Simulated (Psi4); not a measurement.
C2H3O, charge -1, singlet, at a GFN2-xTB geometry (a gas-phase anion, which may not be bound at this level), atoms displaced at random by about 0.02 Å a coordinate; HF/3-21G (Psi4).

Here is a job for Psi4.
```
memory 2 GB

molecule mol {
-1 1
  C     0.110042    0.862834   -0.424054
  O     0.020448    0.003085    0.795579
  C     0.036067   -0.647931   -0.417375
  H    -0.941007    1.274108   -0.604263
  H    -0.885099   -1.221770   -0.631850
  H     0.906874   -1.247691   -0.602846
}

set basis 3-21g
set reference rhf
set opt_coordinates cartesian

optimize('scf')
print_variables()
```

The log (banner, timings and long lists left out):

```
gradient() will perform analytic gradient computation.

   => Loading Basis Set <=

    Name: 3-21G
    Role: ORBITAL
    Keyword: BASIS

         ---------------------------------------------------------
                                   SCF
               by Justin Turney, Rob Parrish, Andy Simmonett
                          and Daniel G. A. Smith
                              RHF Reference
         ---------------------------------------------------------

  ==> Geometry <==

    Molecular point group: c1
    Full point group: C1

    Geometry (in Angstrom), charge = -1, multiplicity = 1:

       Center              X                  Y                   Z               Mass
    ------------   -----------------  -----------------  -----------------  -----------------
         C            0.083217495370     0.829744113437    -0.442063071697    12.000000000000
         O           -0.006376504630    -0.030004886563     0.777569928303    15.994914619570
         C            0.009242495370    -0.681020886563    -0.435384071697    12.000000000000
         H           -0.967831504630     1.241018113437    -0.622272071697     1.007825032230
         H           -0.911923504630    -1.254859886563    -0.649859071697     1.007825032230
         H            0.880049495370    -1.280780886563    -0.620855071697     1.007825032230

  Running in c1 symmetry.

  Rotational constants: A =      0.93205  B =      0.79052  C =      0.49376 [cm^-1]
  Rotational constants: A =  27942.13754  B =  23699.14032  C =  14802.60524 [MHz]
  Nuclear repulsion =   67.621363512525832

  Charge       = -1
  Multiplicity = 1
  Electrons    = 24
  Nalpha       = 12
  Nbeta        = 12

  ==> Algorithm <==

  SCF Algorithm Type is DF.
  DIIS enabled.
  MOM disabled.
  Fractional occupation disabled.
  Guess Type is SAD.
  Energy threshold   = 1.00e-08
  Density threshold  = 1.00e-08
  Integral threshold = 1.00e-12

  ==> Primary Basis <==

  Basis Set: 3-21G
    Blend: 3-21G
    Number of shells: 21
    Number of basis functions: 33
    Number of Cartesian functions: 33
    Spherical Harmonics?: false
    Max angular momentum: 1

   => Loading Basis Set <=

    Name: (3-21G AUX)
    Role: JKFIT
    Keyword: DF_BASIS_SCF

  ==> Integral Setup <==

  SCF_SUBTYPE=INCORE selected. In-core MEM_DF algorithm will be used.
  Using in-core AOs.

  ==> MemDFJK: Density-Fitted J/K Matrices <==

    J tasked:                   Yes
    K tasked:                   Yes
[...]
  @DF-RHF Final Energy:  -151.31259897992584
    Total Energy =                       -151.3125989799258377
  @DF-RHF Final Energy:  -151.31249893157343
    Total Energy =                       -151.3124989315734297
  @DF-RHF Final Energy:  -151.31269236848377
    Total Energy =                       -151.3126923684837664
  @DF-RHF Final Energy:  -151.31285577778763
    Total Energy =                       -151.3128557777876324
  @DF-RHF Final Energy:  -151.31285895019261
    Total Energy =                       -151.3128589501926058
  @DF-RHF Final Energy:  -151.31285509036022
    Total Energy =                       -151.3128550903602161
  @DF-RHF Final Energy:  -151.31286091387773
    Total Energy =                       -151.3128609138777279
[...]
	                 Z(5)      -0.68686       -0.00014       -0.00017      -0.68703
	                 X(6)       0.88335        0.00009       -0.00002       0.88333
	                 Y(6)      -1.27932       -0.00042       -0.00040      -1.27972
	                 Z(6)      -0.66632        0.00030        0.00026      -0.66606
	-------------------------------------------------------------------------------

	                                 ==> Convergence Check <==

	Measures of convergence in internal coordinates in au.

	Criteria marked as inactive (o), active & met (*), and active & unmet ( ).

	----------------------------------------------------------------------------------------------
	   Step    Total Energy     Delta E     Max Force     RMS Force      Max Disp      RMS Disp
	----------------------------------------------------------------------------------------------
	  Convergence Criteria     1.00e-06 *    3.00e-04 *             o    1.20e-03 *             o
	----------------------------------------------------------------------------------------------
	    12    -151.31286091   -5.82e-06      1.79e-04 *    7.64e-05 o    1.15e-03 *    4.74e-04 o  ~
	----------------------------------------------------------------------------------------------

Next Geometry in Ang
	Fragment 1 (Ang)

	    C   0.0974360200   0.8350281506  -0.5061865544
	    O  -0.0101988496  -0.0233212743   0.8419969637
	    C  -0.0008755972  -0.6919407509  -0.4493322975
	    H  -0.9566770933   1.1770667989  -0.6368812892
	    H  -0.9124943489  -1.2323522694  -0.6870299926
	    H   0.8833297024  -1.2797165415  -0.6660567794

    Final optimized geometry and variables:
    Molecular point group: c1
    Full point group: C1

    Geometry (in Angstrom), charge = -1, multiplicity = 1:

    C            0.097566822009     0.835041528063    -0.506061359364
    O           -0.010286639252    -0.023123081475     0.842108643385
    C           -0.001108390763    -0.692112729235    -0.449254522214
    H           -0.956277663205     1.177434608142    -0.636910303496
    H           -0.912325037873    -1.232963420355    -0.686864189227
    H            0.883345115048    -1.279319826169    -0.666318239909

  Variable Map:
  ----------------------------------------------------------------------------
[...]
  Array Variable Map:
  ----------------------------------------------------------------------------
[...]
Optimizer: Optimization complete!
```
